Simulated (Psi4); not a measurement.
Calculation: SAPT0/jun-cc-pVDZ, frozen core in Psi4.

Psi4 input:

```
molecule {
0 1
Ge 0.03120857 0.01703382 0.99777963
Br 1.01472912 -1.52522081 -0.50533316
Br -1.04593769 1.50818699 -0.49244648
--
0 1
Cl -2.34510922 -1.49450397 1.06007428
H -2.75466949 -1.30212875 -0.13942195
units angstrom
symmetry c1
no_reorient
no_com
}
set basis jun-cc-pvdz
set scf_type df
set freeze_core true
energy('sapt0')
```

Part of the output:

```
    SAPT Results
  --------------------------------------------------------------------------------------------------------
    Electrostatics                -25.87638265 [mEh]     -16.23767526 [kcal/mol]     -67.93843330 [kJ/mol]
      Elst10,r                    -25.87638265 [mEh]     -16.23767526 [kcal/mol]     -67.93843330 [kJ/mol]

    Exchange                       45.01215994 [mEh]      28.24555680 [kcal/mol]     118.17940965 [kJ/mol]
      Exch10                       45.01215994 [mEh]      28.24555680 [kcal/mol]     118.17940965 [kJ/mol]
      Exch10(S^2)                  43.83584407 [mEh]      27.50740744 [kcal/mol]     115.09099274 [kJ/mol]

    Induction                     -14.50357194 [mEh]      -9.10112879 [kcal/mol]     -38.07912287 [kJ/mol]
      Ind20,r                     -63.03607089 [mEh]     -39.55573168 [kcal/mol]    -165.50118133 [kJ/mol]
      Exch-Ind20,r                 53.36294140 [mEh]      33.48575128 [kcal/mol]     140.10438335 [kJ/mol]
      delta HF,r (2)               -4.83044245 [mEh]      -3.03114840 [kcal/mol]     -12.68232490 [kJ/mol]

    Dispersion                     -8.76755361 [mEh]      -5.50172295 [kcal/mol]     -23.01920883 [kJ/mol]
      Disp20                      -11.02576021 [mEh]      -6.91876899 [kcal/mol]     -28.94812944 [kJ/mol]
      Exch-Disp20                   2.25820660 [mEh]       1.41704603 [kcal/mol]       5.92892061 [kJ/mol]
      Disp20 (SS)                  -5.51288010 [mEh]      -3.45938449 [kcal/mol]     -14.47406472 [kJ/mol]
      Disp20 (OS)                  -5.51288010 [mEh]      -3.45938449 [kcal/mol]     -14.47406472 [kJ/mol]
      Exch-Disp20 (SS)              1.14748082 [mEh]       0.72005509 [kcal/mol]       3.01271048 [kJ/mol]
      Exch-Disp20 (OS)              1.11072578 [mEh]       0.69699095 [kcal/mol]       2.91621012 [kJ/mol]

  Total HF                          4.63220535 [mEh]       2.90675274 [kcal/mol]      12.16185347 [kJ/mol]
  Total SAPT0                      -4.13534826 [mEh]      -2.59497021 [kcal/mol]     -10.85735536 [kJ/mol]
```
